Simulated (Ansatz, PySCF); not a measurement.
Process, species as SMILES: FB(Cl)Cl [dichloro(fluoro)borane] -> F[B]Cl + Cl atom (the B-Cl bond at the site shown breaks; other sites are not compared here)
Each molecule is optimised on its own at B3LYP-D3(BJ)/def2-TZVP (Ansatz, a program for electronic structure).

Quantity: bond dissociation energy (electronic energy difference), in kJ/mol. Cores are frozen in the correlated levels unless marked. Open shells are spin-unrestricted. Spin-orbit coupling is left out. No relativistic terms. FCI takes restricted orbitals. CBS marks a two-point X^-3 extrapolation of the correlation energy; Hartree-Fock from the larger set. [CCSD(T)-MP2]/basis is that difference in the basis named.

```json
[
 {"level": "HF-D3(BJ)/def2-TZVPD", "program": "PySCF + dftd3", "bond dissociation energy (kJ/mol)": "409.1", "minus last row": "-105.2"},
 {"level": "BLYP-D3(BJ)/def2-TZVPD", "program": "Ansatz + dftd3", "bond dissociation energy (kJ/mol)": "486.9", "minus last row": "-27.4"},
 {"level": "BHLYP-D4/def2-TZVPD", "program": "Ansatz + dftd4", "bond dissociation energy (kJ/mol)": "485.6", "minus last row": "-28.7"},
 {"level": "B2GP-PLYP-D4/def2-TZVPD", "program": "Ansatz + dftd4", "bond dissociation energy (kJ/mol)": "502.5", "minus last row": "-11.8"},
 {"level": "RI-MP2/CBS(cc-pV(T+d)Z,cc-pV(Q+d)Z)", "program": "Ansatz", "bond dissociation energy (kJ/mol)": "535.4", "minus last row": "21.1"},
 {"level": "SCS-MP2/cc-pV(Q+d)Z", "program": "Ansatz", "bond dissociation energy (kJ/mol)": "517.8", "minus last row": "3.5"},
 {"level": "FCI/STO-3G", "program": "Ansatz", "bond dissociation energy (kJ/mol)": "472.6", "minus last row": "-41.7"},
 {"level": "RI-MP2/CBS(cc-pV(T+d)Z,cc-pV(Q+d)Z)+[CCSD(T)-MP2]/cc-pV(D+d)Z", "program": "Ansatz", "bond dissociation energy (kJ/mol)": "517.9", "minus last row": "3.6"},
 {"level": "RI-MP2/CBS(cc-pV(T+d)Z,cc-pV(Q+d)Z)+[CCSD(T)-MP2]/cc-pV(Q+d)Z", "program": "Ansatz", "bond dissociation energy (kJ/mol)": "514.3", "minus last row": "0.0"},
 {"level": "CCSD(T)/CBS(cc-pV(T+d)Z,cc-pV(Q+d)Z)", "program": "Ansatz", "bond dissociation energy (kJ/mol)": "514.3", "minus last row": "0.0"}
]
```
